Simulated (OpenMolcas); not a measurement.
# Cr2+, Mo2+, W2+: d4 down the group

```yaml
Program: OpenMolcas
Method: CASSCF
Basis: ANO-R3
Scalar_Hamiltonian: X2C, finite nucleus
Spin-orbit_coupling: RASSI with atomic mean-field integrals over the reference wave functions, term energies averaged over their components
```

Active space for each ion: 4 electrons in 6 orbitals (d s).

Computed levels in cm-1 above 5D0:

| Level | Cr2+ | Mo2+ | W2+ |
| --- | --- | --- | --- |
| 5D1 | 69.3 | 230 | 2147 |
| 5D2 | 206 | 649 | 4443 |
| 5D3 | 405 | 1212 | 6438 |
| 5D4 | 663 | 1883 | 8103 |
| 3H6 | 21371 | 17120 | 21619 |
| 3P0(1) | 22809 | 14995 | 11653 |
| 3P1(1) | 23225 | 16213 | 14839 |
| 3P2(1) | 23989 | 18156 | 19143 |
| 3G4 | 26779 | 20749 | 24103 |
| weight of 5D in the lowest level (%) | 100 | 99 | 72 |

Mixed levels, with the weight of the term that names them: W2+ 5D0 (72 %), W2+ 3P0(1) (67 %), W2+ 3P2(1) (74 %), W2+ 3G4 (56 %).

Measured, with the error of the calculation in %. Measured levels: Cr2+ from Sugar and Corliss, J. Phys. Chem. Ref. Data 6, 317 (1977); Mo2+ from Sugar and Musgrove, J. Phys. Chem. Ref. Data 17, 155 (1988); W2+ from NIST levels as listed in McCann et al., Mon. Not. R. Astron. Soc. 538, 537 (2025).

| Level | Cr2+ | Mo2+ | W2+ |
| --- | --- | --- | --- |
| 5D1 | 62.2 (+11.4) | 242 (-5.1) | 2256 (-4.8) |
| 5D2 | 183 (+12.3) | 668 (-2.9) | 4461 (-0.4) |
| 5D3 | 357 (+13.6) | 1224 (-1.0) | 6278 (+2.6) |
| 5D4 | 576 (+15.0) | 1872 (+0.6) | 7687 (+5.4) |
| 3H6 | 17531 (+21.9) | 13811 (+24.0) |  |
| 3P0(1) | 16771 (+36.0) | 11149 (+34.5) | 9904 (+17.7) |
| 3P1(1) | 17169 (+35.3) | 12510 (+29.6) | 12881 (+15.2) |
| 3P2(1) | 17851 (+34.4) | 14358 (+26.5) |  |
| 3G4 | 20853 (+28.4) | 16283 (+27.4) |  |

The fine-structure level 5D4 changes by a factor of 12.2 from Cr2+ to W2+.

Without spin-orbit coupling 3H lies 20839, 15583, 14087 cm-1 above 5D in that order; the difference to the level 3H6, of either sign, comes from spin-orbit coupling, which also lowers the zero.

Without dynamic correlation excited terms often stand tens of per cent too high (terms of higher spin than the ground term too low), and those without a measured partner can miss by more than the paired ones. Terms from blocks run as CI alone lack orbitals of their own. Configurations are named by rounded mean occupations; where the s occupation lies near a half they are strongly mixed, a name can repeat and a true partner stay unpaired (holds for Mo2+; W2+). Some high roots are left out of the spin-orbit mixing, which shifts the levels that they would mix with (holds for W2+). Measured partners are found by configuration, term and J. A level has none where our copy of the source lacks it or the pairing is in doubt (some pairs that miss far off the trend of their configuration count as doubtful), and it then counts in no deviation. Levels of configurations outside the active space are missing.

A number in round brackets counts repeated terms of one configuration in the order of the reference energies.
